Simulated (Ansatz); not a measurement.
Born–Oppenheimer molecular dynamics of a periodic cell of 36 atoms, H₆C₂O (contents 4 CH3CH2OH, density as packed 0.88 g/cm³ with natural masses). It goes on from the last frame of an earlier run, with new velocities.

These are results of Ansatz, DFT r2SCAN, scalar-relativistic, plane waves, PAW, not measurements. Settings: accuracy low, cutoff 500 eV, k mesh 1x1x1, fermi-dirac smearing 0.002 eV, no spin polarisation.

```
ensemble        : NVT, Langevin thermostat
time step       : 0.5 fs
steps asked     : 60
set temperature : 1000 K
friction        : 0.05 /fs
seed            : 917083
```

Frames 1 fs apart, positions in Å, forces in eV/Å.

Velocities at 0.0 fs (Å/ps):

```
C -5.67 -2.10 8.19
C 6.58 -14.35 0.86
O 1.28 -1.22 -1.30
H 11.80 1.49 -14.98
H 10.41 1.09 6.93
H -38.78 7.39 -49.18
H 52.89 -44.80 21.54
H -63.15 -8.95 -46.23
H 9.83 -21.68 -40.21
C 2.05 11.84 -9.59
C 4.91 -5.57 7.66
O -8.41 -2.45 10.19
H -12.29 13.10 19.84
H -27.04 11.23 -2.06
H -48.56 -46.35 -30.99
H 8.92 -62.91 16.54
H 12.24 -16.53 -17.99
H 22.26 -45.13 -5.38
C -0.50 -11.07 -1.56
C 4.97 11.84 -6.26
O 7.27 10.21 12.51
H -20.58 -28.19 -20.25
H -15.39 -4.69 -6.56
H 13.12 22.53 6.17
H 6.48 -8.24 -0.61
H -1.31 34.32 -25.98
H -16.11 -4.99 -11.99
C 0.56 7.65 -6.51
C 6.92 6.97 15.73
O -9.30 4.01 -15.24
H -34.34 1.58 -23.22
H -24.03 -16.54 -7.15
H 10.90 -67.10 -0.72
H -6.13 -1.84 -52.00
H 43.25 9.95 39.78
H 14.70 45.67 45.34
```

```xyz
36
Lattice="7.0419 0.0000 0.0000 0.0000 7.0419 0.0000 0.0000 0.0000 7.0419" Properties=species:S:1:pos:R:3:forces:R:3 time_fs=0.0 energy_less_start_eV=0.000 T=972
C 3.232 5.156 4.705 1.47 1.68 -0.78
C 3.663 4.996 3.240 -0.42 3.16 0.30
O 4.134 6.420 2.847 1.18 -1.75 1.29
H 3.594 6.801 2.151 -0.45 -0.48 -0.62
H 4.479 4.264 3.218 -0.05 0.39 -0.65
H 2.864 4.901 2.518 -0.19 -1.07 0.12
H 3.290 4.240 5.254 0.54 -0.40 0.57
H 3.824 6.058 5.052 0.28 -1.67 0.27
H 2.302 5.601 4.907 -1.83 0.19 -0.57
C 1.257 1.987 3.685 -1.19 1.87 1.22
C -0.011 1.479 2.991 0.13 2.71 -0.21
O 0.055 0.115 2.927 -1.23 -2.08 -0.29
H -0.852 -0.296 3.039 1.06 0.86 -0.48
H -0.917 1.806 3.538 0.34 -0.03 0.05
H -0.100 2.083 1.990 0.21 -1.43 1.00
H 1.593 2.996 3.509 -0.60 0.70 -0.81
H 1.303 1.994 4.761 -1.26 -0.27 0.88
H 2.140 1.490 3.604 2.31 -2.39 -1.61
C 4.356 1.637 6.243 -0.98 -1.03 1.01
C 3.119 1.516 7.235 1.11 -0.70 -0.83
O 2.798 0.137 7.510 -0.89 0.11 -0.12
H 1.825 0.074 7.635 0.98 -0.11 0.02
H 3.437 1.957 8.135 0.64 0.55 1.52
H 2.196 2.064 7.040 0.27 -0.04 -0.93
H 4.677 2.650 6.216 0.45 0.96 0.26
H 5.231 0.978 6.489 -0.98 0.57 0.32
H 4.110 1.402 5.236 -0.52 -0.41 -0.95
C -0.329 5.270 6.623 -0.13 1.61 1.40
C 0.710 4.138 6.686 -2.60 -0.45 2.40
O 1.595 4.399 7.794 2.25 -0.42 -1.50
H 2.524 4.411 7.363 -2.26 0.13 1.36
H 0.167 3.108 6.798 0.86 1.54 0.05
H 1.285 4.083 5.828 0.71 -0.04 -1.86
H -0.919 5.250 5.718 -0.03 -0.08 -0.42
H -1.109 5.357 7.482 1.54 -0.63 -1.12
H 0.215 6.292 6.667 -0.72 -1.54 -0.29
36
Lattice="7.0419 0.0000 0.0000 0.0000 7.0419 0.0000 0.0000 0.0000 7.0419" Properties=species:S:1:pos:R:3:forces:R:3 time_fs=1.0 energy_less_start_eV=0.156 T=995
C 3.227 5.155 4.711 1.25 -0.68 -1.18
C 3.671 4.984 3.241 -2.12 3.35 -0.94
O 4.135 6.419 2.845 1.10 -1.75 1.28
H 3.608 6.798 2.133 -0.40 -0.57 -0.50
H 4.488 4.272 3.223 0.23 0.10 -0.70
H 2.826 4.888 2.467 1.28 -0.89 1.46
H 3.349 4.203 5.271 0.14 0.90 -0.03
H 3.770 6.037 5.008 1.23 -0.39 0.90
H 2.292 5.590 4.861 -2.18 0.00 -0.31
C 1.256 2.000 3.678 0.36 -2.42 1.29
C -0.008 1.474 2.999 -0.79 2.93 -0.63
O 0.046 0.113 2.936 -1.08 -2.02 -0.06
H -0.863 -0.280 3.060 0.94 0.71 -0.48
H -0.949 1.819 3.533 0.97 -0.25 -0.15
H -0.144 2.034 1.956 0.50 -1.26 1.44
H 1.595 2.940 3.524 0.30 3.28 -1.38
H 1.306 1.978 4.752 -1.26 -0.25 1.00
H 2.182 1.428 3.604 -0.19 -0.78 -1.31
C 4.355 1.625 6.241 -1.59 0.17 0.20
C 3.123 1.526 7.228 1.20 -0.94 -0.41
O 2.802 0.148 7.522 -1.68 -0.11 -0.16
H 1.808 0.045 7.614 1.80 0.17 -0.04
H 3.432 1.959 8.138 0.70 0.58 1.38
H 2.214 2.086 7.037 0.05 -0.03 -1.02
H 4.688 2.647 6.215 0.23 0.56 0.20
H 5.222 1.010 6.463 -0.23 -0.22 0.62
H 4.093 1.398 5.223 -0.37 -0.29 -0.48
C -0.326 5.279 6.617 -0.11 1.84 0.90
C 0.714 4.145 6.701 -2.57 -1.15 0.61
O 1.587 4.402 7.779 1.49 -0.36 -0.55
H 2.480 4.410 7.354 -1.00 0.17 0.93
H 0.144 3.094 6.794 1.01 1.93 0.24
H 1.294 4.015 5.816 0.03 0.26 -0.82
H -0.922 5.244 5.673 0.49 0.11 0.71
H -1.059 5.370 7.513 1.18 -0.70 -1.35
H 0.226 6.326 6.714 -0.91 -1.98 -0.67
36
Lattice="7.0419 0.0000 0.0000 0.0000 7.0419 0.0000 0.0000 0.0000 7.0419" Properties=species:S:1:pos:R:3:forces:R:3 time_fs=2.0 energy_less_start_eV=0.763 T=751
C 3.225 5.152 4.713 0.01 -2.55 -1.52
C 3.682 4.974 3.239 -3.13 3.55 -1.43
O 4.137 6.418 2.843 1.16 -1.94 1.49
H 3.635 6.789 2.115 -0.56 -0.51 -0.67
H 4.497 4.280 3.224 0.58 -0.22 -0.71
H 2.802 4.853 2.439 2.02 -0.66 2.06
H 3.404 4.175 5.288 -0.28 1.77 -0.46
H 3.726 6.014 4.978 2.16 1.18 1.46
H 2.258 5.581 4.816 -1.44 -0.52 -0.22
C 1.250 2.012 3.674 1.30 -5.76 1.86
C -0.008 1.476 3.007 -1.54 2.74 -1.02
O 0.037 0.108 2.945 -0.42 -1.56 0.10
H -0.861 -0.267 3.071 0.31 0.39 -0.37
H -0.980 1.835 3.532 1.51 -0.44 -0.33
H -0.172 1.983 1.933 0.68 -0.99 1.71
H 1.605 2.908 3.523 1.10 5.10 -1.72
H 1.304 1.958 4.759 -1.18 -0.17 0.50
H 2.235 1.360 3.595 -2.00 0.60 -1.02
C 4.353 1.615 6.239 -2.23 1.69 -0.43
C 3.129 1.533 7.222 1.12 -0.74 0.21
O 2.804 0.159 7.534 -1.77 -0.29 -0.27
H 1.808 0.015 7.594 1.95 0.42 -0.03
H 3.429 1.968 8.152 0.60 0.40 0.84
H 2.230 2.113 7.021 0.10 -0.21 -0.97
H 4.703 2.658 6.227 -0.13 -0.12 0.10
H 5.213 1.049 6.446 0.73 -1.11 0.90
H 4.079 1.398 5.208 -0.21 -0.17 -0.07
C -0.321 5.289 6.610 0.03 1.73 0.76
C 0.715 4.151 6.718 -2.31 -1.68 -1.60
O 1.580 4.405 7.763 -0.01 -0.27 0.92
H 2.431 4.413 7.354 1.07 0.20 0.03
H 0.132 3.096 6.789 0.95 1.98 0.48
H 1.298 3.952 5.786 -0.68 0.71 0.50
H -0.917 5.233 5.643 0.69 0.29 1.29
H -1.004 5.382 7.529 0.68 -0.77 -1.35
H 0.220 6.347 6.758 -0.83 -2.06 -1.04
36
Lattice="7.0419 0.0000 0.0000 0.0000 7.0419 0.0000 0.0000 0.0000 7.0419" Properties=species:S:1:pos:R:3:forces:R:3 time_fs=3.0 energy_less_start_eV=1.126 T=709
C 3.223 5.149 4.712 -1.03 -3.14 -1.66
C 3.691 4.963 3.234 -3.43 3.68 -1.27
O 4.139 6.416 2.840 1.11 -2.19 1.64
H 3.655 6.771 2.099 -0.69 -0.39 -0.86
H 4.506 4.286 3.228 0.88 -0.47 -0.72
H 2.801 4.806 2.444 2.16 -0.42 2.01
H 3.449 4.163 5.300 -0.59 2.17 -0.68
H 3.698 6.012 4.957 2.43 1.89 1.66
H 2.215 5.570 4.778 -0.37 -1.02 -0.13
C 1.249 2.021 3.668 2.27 -5.37 2.02
C -0.009 1.479 3.014 -1.92 2.27 -1.14
O 0.028 0.102 2.954 0.81 -0.83 0.10
H -0.844 -0.268 3.078 -0.81 -0.01 -0.18
H -0.995 1.840 3.546 1.75 -0.50 -0.47
H -0.185 1.939 1.930 0.71 -0.70 1.73
H 1.627 2.930 3.501 0.69 3.67 -1.38
H 1.302 1.932 4.768 -1.07 0.04 -0.10
H 2.264 1.302 3.580 -2.67 1.33 -0.87
C 4.346 1.607 6.235 -2.25 2.56 -0.96
C 3.138 1.539 7.213 0.67 -0.36 1.02
O 2.805 0.172 7.541 -1.60 -0.61 -0.36
H 1.818 -0.025 7.577 1.86 0.70 -0.04
H 3.410 1.973 8.177 0.54 0.22 0.09
H 2.244 2.140 6.995 0.33 -0.48 -0.85
H 4.722 2.668 6.248 -0.53 -0.66 -0.11
H 5.224 1.089 6.442 1.07 -1.56 0.94
H 4.053 1.388 5.188 0.09 0.03 0.56
C -0.320 5.300 6.598 0.44 1.35 0.63
C 0.715 4.152 6.734 -2.44 -1.88 -3.35
O 1.575 4.405 7.747 -1.29 -0.14 2.39
H 2.399 4.417 7.357 2.92 0.24 -0.82
H 0.127 3.119 6.787 0.75 1.70 0.74
H 1.289 3.884 5.761 -0.97 1.16 1.31
H -0.915 5.221 5.627 0.71 0.42 1.47
H -0.955 5.393 7.525 0.06 -0.83 -1.03
H 0.200 6.352 6.782 -0.60 -1.86 -1.31
36
Lattice="7.0419 0.0000 0.0000 0.0000 7.0419 0.0000 0.0000 0.0000 7.0419" Properties=species:S:1:pos:R:3:forces:R:3 time_fs=4.0 energy_less_start_eV=1.095 T=748
C 3.220 5.141 4.711 -1.32 -1.84 -1.68
C 3.698 4.953 3.228 -3.58 3.90 -0.76
O 4.140 6.414 2.836 0.81 -2.31 1.42
H 3.656 6.748 2.081 -0.59 -0.34 -0.78
H 4.519 4.304 3.221 1.26 -0.82 -0.68
H 2.807 4.754 2.477 2.07 -0.19 1.62
H 3.482 4.178 5.306 -0.76 1.99 -0.61
H 3.688 6.034 4.943 1.84 1.17 1.42
H 2.168 5.561 4.741 0.73 -1.42 0.01
C 1.252 2.024 3.662 3.28 -3.38 1.93
C -0.010 1.484 3.015 -2.04 1.73 -0.66
O 0.024 0.095 2.958 1.28 -0.38 0.15
H -0.844 -0.265 3.065 -1.25 -0.18 -0.10
H -0.999 1.847 3.569 1.93 -0.56 -0.67
H -0.187 1.902 1.951 0.62 -0.31 1.27
H 1.657 2.986 3.465 -0.32 0.91 -0.64
H 1.291 1.900 4.782 -0.90 0.35 -0.79
H 2.272 1.266 3.564 -2.83 1.69 -0.78
C 4.338 1.603 6.235 -1.49 2.58 -1.29
C 3.146 1.546 7.204 0.48 -0.18 2.03
O 2.804 0.186 7.546 -1.11 -0.79 -0.41
H 1.837 -0.055 7.560 1.43 0.85 -0.07
H 3.393 1.984 8.208 0.43 -0.02 -0.81
H 2.264 2.152 6.960 0.24 -0.49 -0.77
H 4.748 2.662 6.273 -0.86 -0.72 -0.33
H 5.246 1.124 6.448 0.71 -1.63 0.82
H 4.034 1.375 5.172 0.34 0.21 1.10
C -0.322 5.314 6.588 1.20 0.59 0.28
C 0.716 4.154 6.745 -2.72 -1.87 -4.63
O 1.570 4.402 7.735 -0.75 0.08 3.06
H 2.400 4.417 7.363 2.97 0.25 -0.87
H 0.129 3.153 6.803 0.41 1.22 0.90
H 1.266 3.822 5.743 -0.95 1.54 1.73
H -0.900 5.210 5.620 0.51 0.55 1.33
H -0.910 5.385 7.506 -0.77 -0.79 -0.28
H 0.176 6.344 6.800 -0.28 -1.39 -1.47
36
Lattice="7.0419 0.0000 0.0000 0.0000 7.0419 0.0000 0.0000 0.0000 7.0419" Properties=species:S:1:pos:R:3:forces:R:3 time_fs=5.0 energy_less_start_eV=1.066 T=846
C 3.216 5.131 4.710 -0.98 0.53 -1.61
C 3.702 4.947 3.223 -2.47 3.63 0.17
O 4.140 6.410 2.832 0.23 -2.28 0.78
H 3.642 6.725 2.061 -0.24 -0.40 -0.33
H 4.541 4.312 3.209 1.09 -0.70 -0.56
H 2.842 4.695 2.533 1.30 -0.04 0.71
H 3.509 4.213 5.316 -0.78 1.48 -0.39
H 3.693 6.082 4.929 0.76 -0.47 0.98
H 2.125 5.540 4.709 1.54 -1.60 0.18
C 1.261 2.028 3.656 3.70 -1.98 1.72
C -0.011 1.492 3.013 -1.79 0.97 0.56
O 0.023 0.086 2.961 0.78 -0.21 0.31
H -0.861 -0.274 3.041 -0.74 0.07 -0.15
H -0.986 1.860 3.599 1.93 -0.63 -0.88
H -0.178 1.866 1.990 0.35 0.25 0.10
H 1.701 3.046 3.416 -1.16 -1.22 0.09
H 1.270 1.870 4.795 -0.64 0.69 -1.39
H 2.250 1.238 3.539 -2.70 1.88 -0.65
C 4.330 1.597 6.235 -0.16 2.19 -1.10
C 3.154 1.556 7.199 0.40 -0.30 2.76
O 2.803 0.195 7.551 -0.35 -0.72 -0.42
H 1.861 -0.077 7.541 0.72 0.83 -0.10
H 3.379 1.988 8.241 0.40 -0.14 -1.49
H 2.290 2.160 6.927 -0.02 -0.38 -0.70
H 4.772 2.647 6.292 -1.08 -0.64 -0.52
H 5.276 1.139 6.459 -0.19 -1.36 0.57
H 4.022 1.357 5.169 0.46 0.33 1.27
C -0.326 5.329 6.576 2.57 -0.39 -0.30
C 0.717 4.158 6.754 -3.03 -1.97 -5.52
O 1.564 4.400 7.727 1.11 0.33 3.15
H 2.424 4.418 7.368 1.61 0.23 -0.35
H 0.131 3.178 6.824 0.11 0.91 0.99
H 1.242 3.767 5.739 -0.83 1.82 1.86
H -0.867 5.202 5.627 -0.07 0.59 0.63
H -0.855 5.369 7.474 -2.03 -0.77 1.18
H 0.147 6.324 6.813 0.21 -0.56 -1.55
```

Of the whole run (30 fs, mean temperature of the second half 893 K): The mean temperature of the second half is 11 % below the set value. A run of 0.03 ps of so small a system gives no equilibrium averages. The smearing is very narrow for this mesh. Limits of this set-up: coarse k mesh, low accuracy level.

The run took 16 min on 1 thread of Arm Neoverse V2 (shared host), peak memory 0.68 GiB.
